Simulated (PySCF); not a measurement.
Ti(H)3(SH) (H4STi), SMILES [TiH3][SH], multiplicity 1.

Geometry: ωB97X-D3(BJ)/def2-TZVP. The multiplicity is an assumed one; other spin states were not compared.

These are TDA-PBE/def2-TZVPD (PySCF) values and carry that method's errors.

Vertical excitations. The molecule is in vacuum. State labels are in the subgroup Cs.

```csv
state,symmetry,energy (eV),λ (nm),f,main pairs
S1,A",3.05,407,0.001,HOMO→LUMO 99 %
S2,A",3.19,388,0.000,HOMO−1→LUMO 95 %
S3,A',3.34,371,0.001,"HOMO−2→LUMO 51 %, HOMO→LUMO+1 20 %, HOMO−1→LUMO+1 15 %, HOMO−3→LUMO 13 %"
S4,A",3.39,366,0.001,HOMO−2→LUMO+1 95 %
S5,A',3.47,357,0.003,"HOMO→LUMO+1 65 %, HOMO−2→LUMO 25 %"
S6,A',3.58,346,0.012,"HOMO−1→LUMO+1 50 %, HOMO−2→LUMO 22 %, HOMO−3→LUMO 19 %"
S7,A',3.69,336,0.003,"HOMO−3→LUMO 65 %, HOMO−1→LUMO+1 28 %"
S8,A",3.85,322,0.002,"HOMO−3→LUMO+1 64 %, HOMO→LUMO+2 30 %"
S9,A",3.97,312,0.000,"HOMO→LUMO+2 63 %, HOMO−3→LUMO+1 21 %, HOMO−1→LUMO+2 14 %"
S10,A",4.15,299,0.002,HOMO−1→LUMO+2 79 %
T1,A",2.74,453,0,"HOMO→LUMO 52 %, HOMO−1→LUMO 47 %"
T2,A',2.84,437,0,HOMO−2→LUMO 95 %
T3,A',2.89,429,0,HOMO→LUMO+1 86 %
T4,A",2.97,417,0,"HOMO−1→LUMO 51 %, HOMO→LUMO 47 %"
```
Triplets are in the Tamm–Dancoff approximation.
